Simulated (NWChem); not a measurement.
System: C2H5ClSi; SMILES C=C([SiH3])Cl

```xyz
9

C      1.8018     0.2965     0.0000
C      0.4678     0.1149     0.0000
Si    -0.4301    -1.5475     0.0000
Cl    -0.6219     1.4995     0.0000
H      2.4704    -0.5787     0.0000
H      2.2584     1.2993     0.0000
H     -1.2978    -1.6503    -1.2219
H      0.5937    -2.6488     0.0000
H     -1.2978    -1.6503     1.2219
```
Atoms are numbered in this order, from 1.

Results from NWChem. Structure relaxed at the PBE-D3(BJ)/def2-SVP level. Vzz is the largest principal value of the second derivative of the potential at the nucleus (NWChem prints the opposite sign); η is the asymmetry. Non-relativistic.

Question: Estimate the computed values for Hartree-Fock/def2-SVP. Quantities: Vzz Cl4 (a.u.); η Cl4.

Answer: The vzz Cl4 (a.u.) is 3.466. The η Cl4 is 0.03.
